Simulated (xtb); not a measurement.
C₅H₁₄NSi (SMILES C[CH]N([SiH3])C(C)C), doublet, at a GFN2-xTB geometry, atoms displaced at random by about 0.05 Å a coordinate; GFN1-xTB (xtb 6.7.1).

The xtb input:
```
$ xtb mol.xyz --gfn 1 --uhf 1 --opt crude --json

# file mol.xyz
21

C      2.49370397    -0.84056384    -0.67882903
C      1.08119874    -1.11482861    -0.45897441
N      0.17760016    -0.16743477     0.00652318
Si     0.67457030     1.43236464     0.33708485
C     -1.17723299    -0.59575014    -0.04495653
C     -1.71201416    -0.56516435     1.38714421
C     -2.01496456     0.28956803    -0.94814067
H      3.13021341    -0.89345902     0.27329641
H      2.97795848    -1.48254330    -1.27739147
H      2.72844453     0.10998933    -1.17132393
H      0.69536347    -2.15468441    -0.59191044
H      0.91584245     2.27192031    -0.82171682
H     -0.49425590     2.13028615     1.06650076
H      1.89658746     1.40127536     1.08763923
H     -1.14151273    -1.61841283    -0.46920368
H     -2.73955952    -1.18088401     1.42642944
H     -1.83222162     0.34965734     1.96753720
H     -1.14147214    -1.28744764     2.00890765
H     -1.59760165     0.40052923    -1.87316312
H     -2.17998930     1.26067337    -0.54493442
H     -3.06688445    -0.15840756    -0.99106013
```

### Question
Predict the main parts of the log of this xtb run.

### Answer

```
   ID    Z sym.   atoms
    1    6 C      1, 2, 5-7
    2    7 N      3
    3   14 Si     4
    4    1 H      8-21

           -------------------------------------------------
          |                Calculation Setup                |
           -------------------------------------------------

           -------------------------------------------------
          |                 G F N 1 - x T B                 |
           -------------------------------------------------

          ...................................................
          :                      SETUP                      :
          :.................................................:
          :  # basis functions                  62          :
          :  # atomic orbitals                  61          :
          :  # shells                           43          :
          :  # electrons                        43          :
          :  # halogen bonds                     0          :
          :  max. iterations                   250          :
          :  Hamiltonian                  GFN1-xTB          :
          :  restarted?                      false          :
          :  GBSA solvation                  false          :
          :  PC potential                    false          :
          :  electronic temp.          300.0000000     K    :
          :  accuracy                    1.0000000          :
          :  -> integral cutoff          0.2500000E+02      :
          :  -> integral neglect         0.1000000E-07      :
          :  -> SCF convergence          0.1000000E-05 Eh   :
          :  -> wf. convergence          0.2000000E-04 e    :
          :  Broyden damping             0.4000000          :
          :  net charge                          0          :
          :  unpaired electrons                  1          :
          ...................................................

 iter      E             dE          RMSdq      gap      omega  full diag
   1    -23.3429179 -0.233429E+02  0.750E+00    2.19       0.0  T
   2    -23.4012431 -0.583252E-01  0.457E+00    2.92       1.0  T
   3    -23.3983209  0.292229E-02  0.755E-01    2.55       1.0  T
   4    -23.4047146 -0.639371E-02  0.157E-01    2.92       1.0  T
   5    -23.4049560 -0.241464E-03  0.167E-02    2.83       1.3  T
   6    -23.4049587 -0.269435E-05  0.261E-03    2.83       8.4  T
   7    -23.4049588 -0.709322E-07  0.105E-03    2.83      20.7  T
   8    -23.4049588 -0.549931E-08  0.330E-04    2.83      66.1  T
   9    -23.4049588 -0.196493E-09  0.556E-05    2.83     392.3  T
  10    -23.4049588 -0.102247E-10  0.107E-05    2.83    2034.7  T

   *** convergence criteria satisfied after 10 iterations ***

         :::::::::::::::::::::::::::::::::::::::::::::::::::::
         ::                     SUMMARY                     ::
         :::::::::::::::::::::::::::::::::::::::::::::::::::::
         :: total energy             -23.112052963449 Eh    ::
         :: gradient norm              0.191378815356 Eh/a0 ::
         :: HOMO-LUMO gap              2.833798609300 eV    ::
         ::.................................................::
         :: SCC energy               -23.404958797804 Eh    ::
         :: -> electrostatic           0.012549589609 Eh    ::
         :: repulsion energy           0.302382431053 Eh    ::
         :: dispersion energy         -0.009476596698 Eh    ::
         :: halogen bond corr.         0.000000000000 Eh    ::
         :: add. restraining           0.000000000000 Eh    ::
         :: total charge              -0.000000000000 e     ::
         :::::::::::::::::::::::::::::::::::::::::::::::::::::

      -----------------------------------------------------------
     |                   =====================                   |
     |                        A N C O P T                        |
     |                   =====================                   |
     |               Approximate Normal Coordinate               |
[...]
 * total energy  :   -23.1120530 Eh     change       -0.6643575E-12 Eh
 * total energy  :   -23.1454116 Eh     change       -0.3335866E-01 Eh
 * total energy  :   -23.1503212 Eh     change       -0.4909576E-02 Eh
 * total energy  :   -23.1508423 Eh     change       -0.5210753E-03 Eh
 * total energy  :   -23.1510380 Eh     change       -0.1957360E-03 Eh
   *** GEOMETRY OPTIMIZATION CONVERGED AFTER 5 ITERATIONS ***
         :: total energy             -23.151038013474 Eh    ::
[...]
        31                         -0.0690258              -1.8783
        32                         -0.0640230              -1.7422
        33                         -0.0599058              -1.6301
       ...                                ...                  ...
        61                          1.5499559              42.1764
      -------------------------------------------------------------
                  HL-Gap            0.1010550 Eh            2.7498 eV
             Fermi-level           -0.2993764 Eh           -8.1464 eV

  Mulliken/CM5 charges         n(s)   n(p)   n(d)
     1C    -0.06998 -0.20852   1.005  3.065  0.000
     2C    -0.00798 -0.00332   1.015  2.993  0.000
     3N    -0.27550 -0.49020   1.470  3.806  0.000
     4Si    0.28628  0.04223   1.220  1.845  0.649
     5C     0.12905  0.11614   1.037  2.834  0.000
     6C    -0.09836 -0.24169   1.015  3.083  0.000
     7C    -0.09616 -0.23880   1.017  3.080  0.000
     8H     0.03170  0.08386   0.968  0.000  0.000
     9H     0.02686  0.07861   0.973  0.000  0.000
    10H     0.03678  0.09307   0.963  0.000  0.000
    11H     0.01373  0.07798   0.986  0.000  0.000
    12H    -0.07231  0.01731   1.072  0.000  0.000
    13H    -0.07402  0.01788   1.074  0.000  0.000
    14H    -0.06946  0.02201   1.069  0.000  0.000
    15H     0.02466  0.09324   0.975  0.000  0.000
    16H     0.02921  0.08126   0.971  0.000  0.000
    17H     0.03732  0.09261   0.963  0.000  0.000
    18H     0.03907  0.09397   0.961  0.000  0.000
    19H     0.03989  0.09503   0.960  0.000  0.000
    20H     0.03851  0.09430   0.961  0.000  0.000
    21H     0.03071  0.08304   0.969  0.000  0.000

Wiberg/Mayer (AO) data.
largest (>0.10) Wiberg bond orders for each atom

 ---------------------------------------------------------------------------
     #   Z sym  total        # sym  WBO       # sym  WBO       # sym  WBO
 ---------------------------------------------------------------------------
     1   6 C    3.998 --     2 C    1.047     9 H    0.979     8 H    0.958
                            10 H    0.955
     2   6 C    3.398 --     3 N    1.193     1 C    1.047    11 H    0.974
     3   7 N    3.414 --     4 Si   1.197     2 C    1.193     5 C    0.926
     4  14 Si   4.285 --     3 N    1.197    14 H    0.941    13 H    0.939
                            12 H    0.938
     5   6 C    3.965 --     6 C    1.005     7 C    1.004    15 H    0.970
                             3 N    0.926
     6   6 C    3.996 --     5 C    1.005    16 H    0.985    18 H    0.985
                            17 H    0.978
     7   6 C    3.996 --     5 C    1.004    21 H    0.984    19 H    0.983
                            20 H    0.973
     8   1 H    1.009 --     1 C    0.958
     9   1 H    1.010 --     1 C    0.979
    10   1 H    1.007 --     1 C    0.955
    11   1 H    1.003 --     2 C    0.974
    12   1 H    0.990 --     4 Si   0.938
    13   1 H    0.990 --     4 Si   0.939
    14   1 H    0.990 --     4 Si   0.941
    15   1 H    1.012 --     5 C    0.970
    16   1 H    1.004 --     6 C    0.985
    17   1 H    1.007 --     6 C    0.978
    18   1 H    1.005 --     6 C    0.985
    19   1 H    1.005 --     7 C    0.983
    20   1 H    1.006 --     7 C    0.973
    21   1 H    1.004 --     7 C    0.984
 ---------------------------------------------------------------------------

Topologies differ in total number of bonds
Writing topology from bond orders to xtbtopo.mol

 dipole moment from electron density (au)
     X       Y       Z
  -0.3755  -0.3164  -0.0669  total (Debye):    1.260

optimized geometry written to: xtbopt.xyz

           -------------------------------------------------
          | TOTAL ENERGY              -23.151038013474 Eh   |
          | GRADIENT NORM               0.004536235798 Eh/α |
          | HOMO-LUMO GAP               2.749845376858 eV   |
           -------------------------------------------------
```
